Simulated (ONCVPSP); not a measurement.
## What one change does to a pseudopotential (In, ONCV)

| Quantity | Value |
| --- | --- |
| Element | In (Z = 49) |
| Generator | ONCVPSP 4.0.1 |
| Type | optimised norm-conserving Vanderbilt (ONCV) |
| Functional | PBE |
| Relativity | scalar-relativistic |
| Frozen core | [Kr] |
| Valence charge | 13 |
| Reference configuration | 4d10 5s2 5p0.5 (charge +0.5) |
| Partial waves | 5s: rc 2.10 bohr, ncon 4, nbas 7, qcut 2.8 1/bohr, 3 projectors, debl 0.6 Ha; 5p: rc 2.95 bohr, ncon 4, nbas 7, qcut 3 1/bohr, 1 projector; 4d: rc 1.70 bohr, ncon 5, nbas 9, qcut 9 1/bohr, 3 projectors, debl 3.3 Ha |
| Local potential | polynomial inside 1.60 bohr (lpopt 5, dvloc0 0 Ha) |
| Core correction | polynomial model core, fcfact 0.35 |

Change: all radii but the core radius scaled by about 0.92 (s 1.92, p 2.70, d 1.56 bohr); local potential polynomial inside 1.46 bohr (lpopt 5, dvloc0 0 Ha).

Cutoffs: the cutoffs (Ha) at which the residual kinetic energy of the hardest occupied pseudo-wave falls to 1 and 0.1 mHa per electron; they do not see the model core or the augmentation charge, which bear on the density cutoff. Errors are all-electron minus pseudo energies relative to the spin-unpolarised reference configuration.

How do hardness, ghosts and transferability respond?

The potential gets neither clearly harder nor softer (32 Ha and 37 Ha → 34 Ha and 39 Ha); both files keep a bound ghost (s); the lowest positive-energy flag moves from s at 37.4 eV to p at 0.6 eV; of the 4 tests that both files solve, the error grows in 1 and shrinks in 0 by more than 15 % and 0.3 meV (median size 10.4 → 9.5 meV).

| quantity | base | changed |
| --- | --- | --- |
| cutoff, loose | 32 Ha | 34 Ha |
| cutoff, tight | 37 Ha | 39 Ha |
| loose cutoff by channel | s 11 Ha, p 3.0 Ha, d 32 Ha | s 9.1 Ha, p 3.6 Ha, d 34 Ha |
| bound ghosts | s | s |
| GHOST(+) flags under 300 eV | s at 37.4 eV | p at 0.6 eV, s at 55.5 eV |
| error for 4d10 5s2 5p1, meV [ΔE -1.94 eV] | +0.7 | +1.2 |
| error for 4d10 5s2 5p0, meV [ΔE 3.42 eV] | -1.6 | -1.4 |
| error for 4d10 5s1 5p0, meV [ΔE 22.66 eV] | -19 | -18 |
| error for 4d10 5s0 5p0, meV [ΔE 50.98 eV] | -65 | -62 |
| rms error of d²Exc/dni dnj with the model core, mHa | 0.63 | 0.62 |

 A true bound ghost makes a file unfit for plane-wave use even where its test errors are small: the radial tests pick states by their node count and pass the ghost by.
